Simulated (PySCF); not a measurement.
Isomers of C5H9NOSi, mass 127.045 u with the commonest isotopes. Theory: B3LYP/def2-SVPD in PySCF (dipole) on a GFN2-xTB geometry, gas phase. One conformer each, none proved a minimum here; rigid rotors.

Question: Order these by dipole moment, smallest first.
A. `[H]/[N:5]=[C:4](\[C:2]([CH3:1])=[O:3])[C@H:6]1[CH2:7][SiH2:8]1` with C1–C2–C4–N5 -32°, C2–C4–C6–C7 -29°
B. `[N:1]#[C:2][C@H:3]1[CH2:4][CH2:5][SiH2:6][O:7][CH2:8]1` with C2–C3–C4–C5 -169°, C3–C4–C5–Si6 -54°, C4–C5–Si6–O7 36°, C5–Si6–O7–C8 -35°
C. `[N:1]#[C:2][CH2:3][C@@H:4]1[CH2:5][CH2:6][O:7][SiH2:8]1` with C2–C3–C4–C5 -63°, C3–C4–C5–C6 -85°, C4–C5–C6–O7 -37°, C5–C6–O7–Si8 21°, C6–O7–Si8–C4 0°

Answer: A (1.71 D), C (2.77 D), B (3.56 D).

Question: Order these by rotational constant B, smallest first.
A. `[H]/[N:5]=[C:4](\[C:2]([CH3:1])=[O:3])[C@H:6]1[CH2:7][SiH2:8]1` with C1–C2–C4–N5 -32°, C2–C4–C6–C7 -29°
B. `[N:1]#[C:2][CH2:3][C@@H:4]1[CH2:5][CH2:6][O:7][SiH2:8]1` with C2–C3–C4–C5 -63°, C3–C4–C5–C6 -85°, C4–C5–C6–O7 -37°, C5–C6–O7–Si8 21°, C6–O7–Si8–C4 0°
C. `[N:1]#[C:2][C@H:3]1[CH2:4][CH2:5][SiH2:6][O:7][CH2:8]1` with C2–C3–C4–C5 -169°, C3–C4–C5–Si6 -54°, C4–C5–Si6–O7 36°, C5–Si6–O7–C8 -35°

Answer: B (1089 MHz), C (1138 MHz), A (1338 MHz).

Question: Order these by rotational constant A, smallest first.
A. `[N:1]#[C:2][C@H:3]1[CH2:4][CH2:5][SiH2:6][O:7][CH2:8]1` with C2–C3–C4–C5 -169°, C3–C4–C5–Si6 -54°, C4–C5–Si6–O7 36°, C5–Si6–O7–C8 -35°
B. `[N:1]#[C:2][CH2:3][C@@H:4]1[CH2:5][CH2:6][O:7][SiH2:8]1` with C2–C3–C4–C5 -63°, C3–C4–C5–C6 -85°, C4–C5–C6–O7 -37°, C5–C6–O7–Si8 21°, C6–O7–Si8–C4 0°
C. `[H]/[N:5]=[C:4](\[C:2]([CH3:1])=[O:3])[C@H:6]1[CH2:7][SiH2:8]1` with C1–C2–C4–N5 -32°, C2–C4–C6–C7 -29°

Answer: C (2926 MHz), B (3715 MHz), A (3889 MHz).

```tsv
SMILES	point group	Ia (u·Å²)	Ib (u·Å²)	Ic (u·Å²)	κ	μa (D)	μb (D)	μc (D)
N#C[C@H]1CC[SiH2]OC1	C1	129.95	444.05	544.32	-0.86	3.27	1.38	0.34
[H]/N=C(\C(C)=O)[C@H]1C[SiH2]1	C1	172.70	377.80	463.28	-0.73	1.35	0.83	0.64
N#CC[C@@H]1CCO[SiH2]1	C1	136.05	464.25	539.12	-0.89	2.53	1.14	0.09
```
